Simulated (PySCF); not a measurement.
Cartesian coordinates (Å):
```xyz
3

Zn     0.0000     0.0000     0.0000
F      0.8120     0.1192    -1.5332
F     -0.8120    -0.1192     1.5332
```
Charge 0, multiplicity 1.

Predict the HOMO, dipole moment, charge on the central atom (Mulliken), total energy, HOMO–LUMO gap, LUMO and charge on the central atom (meta-Löwdin) from TPSSh-D3(BJ)/def2-TZVP // PBE-D3(BJ)/def2-SVP (PySCF).


* **HOMO**: -9.43 eV
* **dipole moment**: 0.00 D
* **charge on the central atom (Mulliken)**: 0.93 e
* **total energy**: -1979.2114 Ha
* **HOMO–LUMO gap**: 7.03 eV
* **LUMO**: -2.40 eV
* **charge on the central atom (meta-Löwdin)**: 1.42 e
